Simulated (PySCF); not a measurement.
F3HOTi, multiplicity 1.

```xyz
6

Ti     0.0000     0.0000    -0.0087
F     -1.4132     0.8159    -0.6027
F      0.0000    -1.6318    -0.6027
F      1.4132     0.8159    -0.6027
O      0.0000     0.0000     1.7227
H      0.0000     0.0000     2.6823
```
Charge 0, spin multiplicity 1.

Geometry: PBE0-D3(BJ)/def2-SVP. A frequency run showed that this geometry is not a minimum. The multiplicity is an assumed one; other spin states were not compared. Other conformers were not sampled.

Level of theory: PBE/pcSseg-1 (PySCF). Non-relativistic, no solvent.

Computed absolute GIAO shielding of each atom: isotropic value and principal components (ppm):
| atom | σ(iso) | σ11 | σ22 | σ33 | span |
|---|---|---|---|---|---|
| Ti1 | -37.6 | -49.7 | -31.6 | -31.6 | 18.1 |
| F2 | -164.6 | -430.3 | -366.7 | 303.3 | 733.5 |
| F3 | -164.6 | -430.3 | -366.7 | 303.3 | 733.5 |
| F4 | -164.6 | -430.3 | -366.7 | 303.3 | 733.5 |
| O5 | 26.7 | -78.4 | -78.4 | 236.8 | 315.2 |
| H6 | 27.3 | 23.1 | 23.1 | 35.7 | 12.6 |
